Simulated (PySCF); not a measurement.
## Dipole response of Te³⁺ (tellurium, charge +3)

[Kr] 4d10 5s2 5p1, 2P determinant. Calculation: PySCF 2.14, in def2-QZVPPD with the def2 core potential (28 electrons); scalar relativity through the core potential. Coupled (time-dependent) response in atomic units; α is the mean over directions.

```tsv
method	mean α (bohr³)	α xx, yy, zz	C₆ (like pair)	S(−4)
CAM-B3LYP	10.43	10.56, 10.17, 10.56	55.04	31.67
```

S(−4) is the Cauchy moment in α(ω) = α(0) + S(−4) ω² + …

Spin-orbit coupling is absent.

α(iu) at CAM-B3LYP:

```json
{"u (hartree)": "0", "α(iu) (bohr³)": "10.43"}
{"u (hartree)": "0.0500", "α(iu) (bohr³)": "10.35"}
{"u (hartree)": "0.100", "α(iu) (bohr³)": "10.13"}
{"u (hartree)": "0.200", "α(iu) (bohr³)": "9.326"}
{"u (hartree)": "0.300", "α(iu) (bohr³)": "8.277"}
{"u (hartree)": "0.500", "α(iu) (bohr³)": "6.235"}
{"u (hartree)": "0.750", "α(iu) (bohr³)": "4.434"}
{"u (hartree)": "1.00", "α(iu) (bohr³)": "3.334"}
{"u (hartree)": "1.50", "α(iu) (bohr³)": "2.173"}
{"u (hartree)": "2.00", "α(iu) (bohr³)": "1.585"}
{"u (hartree)": "3.00", "α(iu) (bohr³)": "0.9821"}
{"u (hartree)": "5.00", "α(iu) (bohr³)": "0.4868"}
```

A single London oscillator, α(iu) = α/(1 + u²/ω²), gives C₆ = (3/4) ω α². Matching the computed C₆ needs ω = 4 × 55.04 / (3 × 10.43²) = 0.675 hartree.

For an ion, C₆ is the dispersion term alone; charge-induced terms of lower order in 1/R come first.

The components differ because the open shell of this determinant is not spherical; for a pure term their mean is the scalar polarisability.

Energies and moments cover only the electrons outside the core potential.
